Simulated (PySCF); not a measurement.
Electronic structure of Sb²⁺ (antimony, charge +2) at the UHF level

Configuration: [Kr] 4d10 5s2 5p1, 2P determinant. Calculation: PySCF 2.14, in x2c-TZVPall; scalar relativity by spin-free X2C-1e.

```json
{"Total energy": "-6477.048765 hartree", "One-electron energy": "-8865.1892 hartree", "Hartree (Coulomb) energy": "2557.0572 hartree", "Exchange energy": "-168.9168 hartree", "⟨S²⟩": "0.7581", "⟨L²⟩": "2.025", "Sum of ⟨r⟩": "30.35 bohr", "Sum of ⟨r²⟩": "38.55 bohr²", "Traceless quadrupole moment −½Σ⟨3z² − r²⟩ along its main axis": "-3.04 e·bohr²", "Langevin diamagnetic susceptibility": "-30.5 ×10⁻⁶ cm³/mol", "Time after the integrals": "0.25 s of wall time on 1 thread of Neoverse-V2 (shared host)"}
```

```
shell  electrons  mean orbital energy (hartree)  spread (hartree)  rms radius, mean of both spins (bohr)
 1s α          1                    -1126.79322                 0                                 0.0325
 1s β          1                    -1126.79122                 0                                 0.0325
 2s α          1                     -175.53853                 0                                  0.133
 2s β          1                     -175.53808                 0                                  0.133
 2p α          3                     -157.50450           0.00098                                  0.118
 2p β          3                     -157.50296           0.00326                                  0.118
 3s α          1                      -36.46283                 0                                  0.351
 3s β          1                      -36.46062                 0                                  0.351
 3p α          3                      -30.42578           0.00082                                  0.352
 3p β          3                      -30.42256           0.00956                                  0.352
 3d α          5                      -21.18505           0.00568                                  0.331
 3d β          5                      -21.18413           0.00824                                  0.331
 4s α          1                       -7.16269                 0                                  0.843
 4s β          1                       -7.15684                 0                                  0.843
 4p α          3                       -5.22040           0.00228                                  0.913
 4p β          3                       -5.21362           0.02320                                  0.913
 4d α          5                       -2.30006           0.01567                                   1.10
 4d β          5                       -2.29468           0.02614                                   1.10
 5s α          1                       -1.25277                 0                                   2.27
 5s β          1                       -1.16632                 0                                   2.27
 5p α          1                       -0.89618                 0                                   2.72
```

Densities and radii are taken from the X2C orbitals without a picture-change correction, which distorts them close to the nucleus.
